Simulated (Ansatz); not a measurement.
C2H5N, SMILES `[H]/N=C/C` (charge 0, multiplicity 1).

The numbers are results of Ansatz (a first-principles code) with r2SCAN0/cc-pVTZ // B3LYP-D3(BJ)/def2-TZVP, not measurements.

Ansatz 0.2 input:
```yaml
crystal:
  periodic: [false, false, false]
  atoms:
    - { symbol: C, position_ang: [-0.918643, -0.181079, -0.226153] }
    - { symbol: C, position_ang: [0.453216, 0.269722, 0.156266] }
    - { symbol: N, position_ang: [1.442231, -0.52099, 0.15196] }
    - { symbol: H, position_ang: [-0.911199, -1.237171, -0.490302] }
    - { symbol: H, position_ang: [-1.288049, 0.404434, -1.072879] }
    - { symbol: H, position_ang: [-1.616488, -0.016235, 0.599736] }
    - { symbol: H, position_ang: [0.541707, 1.32677, 0.440519] }
    - { symbol: H, position_ang: [2.297226, -0.045449, 0.440854] }
basis:
  gaussian: { orbitals: cc-pVTZ }
hamiltonian:
  xc: r2scan0
```

Output:

```
Functional definition: r2SCAN0
824 factors; their error is unknown
mean field evaluation 1: about -3637.9016 eV, gradient 5.2e1 eV
mean field evaluation 2: about -3636.2227 eV, gradient 5.8e1 eV
mean field evaluation 4: about -3643.6605 eV, gradient 3.0e0 eV
mean field evaluation 8: about -3643.6805 eV, gradient 3.9e-2 eV
mean field evaluation 16: about -3643.6731 eV, gradient 1.3e-5 eV
mean field -3643.67313692 eV, -133.9025180116 hartree, gradient 1.3e-5 eV, S^2 0.000000; 0 other end points of the search recorded, 0 dependent functions left out
reference -3643.67314449 eV, -133.9025182898 hartree; 12, 12 occupied and 148, 148 virtual orbitals, 824 factors
Total energy: -3643.67314449 eV, -133.9025182898 hartree
```
